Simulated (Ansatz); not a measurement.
Match the barriers

Saddle point of SiH4F4, closed shell (SiH₂F₂ ([F][SiH2][F]) + HF + HF → SiHF₃ ([F][SiH]([F])[F]) + HF + H₂; bonds formed: Si1–F7, H2–H8, H6–F9; bonds broken: Si1–H2, H6–F7, H8–F9), PBE0-D4/def2-TZVP structure:

```xyz
9
angstrom
Si -0.7115 0.2067 -0.5733
H -0.4806 -0.3207 0.9651
F -0.3096 -0.9314 -1.5975
F -2.2269 -0.2161 -0.2315
H -0.9575 1.5791 -1.0228
H 1.5869 0.0828 0.4132
F 1.0551 0.7117 -0.4396
H 0.4285 -0.5374 1.1937
F 1.6154 -0.5747 1.2929
```

Program: Ansatz 0.2.0. Basis: def2-TZVPP, with def2-QZVPP for the basis limit. Cores are frozen in the correlated methods. B3LYP uses VWN-RPA correlation. Extrapolation: Hartree–Fock as exp(−7.88 √X), correlation as X^−2.97. Four methods, as single points on the PBE0-D4 structures, gave these electronic barriers from the start structure: 112.4, 127.1, 152.0, 216.7 kJ/mol.

Question: The methods were, in alphabetical order, B3LYP-D4, BHLYP-D4, BLYP-D4, HF. Which gave which? (A judgement: the text doesn't fix the answer.)

Answer: By the calculation: BLYP-D4 112.4; B3LYP-D4 127.1; BHLYP-D4 152.0; HF 216.7 kJ/mol. For comparison, CCSD(T) at an estimated basis limit (MP2 extrapolated from triple and quadruple zeta, plus CCSD(T) − MP2 in triple zeta) gives 142.6 kJ/mol.

T1 diagnostic: at most 0.013.

Labels in which every atom is bracketed show which atoms are joined, not bond orders.

For scale, one of the runs: CCSD(T)/def2-TZVPP, 222 basis functions, launched by `ansatz run in.yaml --threads 4 --pin off --events-out ev --progress --plain --max-ram 9574MiB`. Time: 100 s of wall clock on 4 CPU threads of an Arm Neoverse V2; the host was shared. Peak host memory: 3.9 GiB.
